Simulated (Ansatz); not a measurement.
`[F][AlH][S][SiH3]` → `[F][AlH]`• + `[SiH3][S]`• at 400 K and 1 bar (homolysis of the Al–S bond).

Gas-phase electronic energies from Ansatz, PBE0-D4/def2-TZVP geometries. CBS: MP2 limit from def2 TZ/QZ plus the TZ coupled-cluster correction, frozen cores. This one scheme is used for every species. Open shells (•) are unrestricted, without spin–orbit coupling. Each species was taken in one conformer, which may not be the lowest.

```
            species  CCSD(T)/CBS energy (Eh)  H − E (kJ/mol)  S (J/(mol·K))
`[F][AlH][S][SiH3]`              -1031.20495           129.1          389.4
        `[F][AlH]`•               -342.42394            33.9          258.5
       `[SiH3][S]`•               -688.62203            83.4          276.9
```

H − E and S are ideal-gas, rigid-rotor, harmonic terms from PBE0-D4/def2-TZVP, for one conformer and one mirror image of each species, with the whole ground term of open shells counted as degenerate. 1 Eh = 2625.50 kJ/mol, R = 8.31446 J/(mol·K).

Q: By hand: ΔE, ΔH, ΔS and ΔG.

A: ΔE = (-342.42394) + (-688.62203) − (-1031.20495) = 0.15898 Eh = 417.4 kJ/mol. Δ(H − E) = 33.9 + 83.4 − 129.1 = -11.8, so ΔH = 405.6 kJ/mol. ΔS = 258.5 + 276.9 − 389.4 = 146.0 J/(mol·K). ΔG = 405.6 − 400 × (146.0)/1000 = 347.2 kJ/mol.

Q: By hand: the equilibrium constant, and the temperature at which ΔG would vanish if ΔH and ΔS stayed fixed.

A: log₁₀ K = −ΔG/(RT ln 10) = -45.3. ΔG = 0 at ΔH/ΔS = 2778 K, far beyond where these terms or the molecules hold.

The number of gas molecules changes by +1, which sets the sign of ΔS. A doubt of 5 kJ/mol in ΔE shifts log₁₀ K by 0.7 here. Other conformers and mirror images would add mixing entropy, several J/(mol·K) or more a flexible species. Modes under 60 cm⁻¹, often nearly free rotors, make the harmonic entropy too high. These are equilibria of isolated gas molecules and say nothing of rates. Largest T1 diagnostic: 0.016 (customary marks: 0.02 for closed shells, 0.045 for open ones).
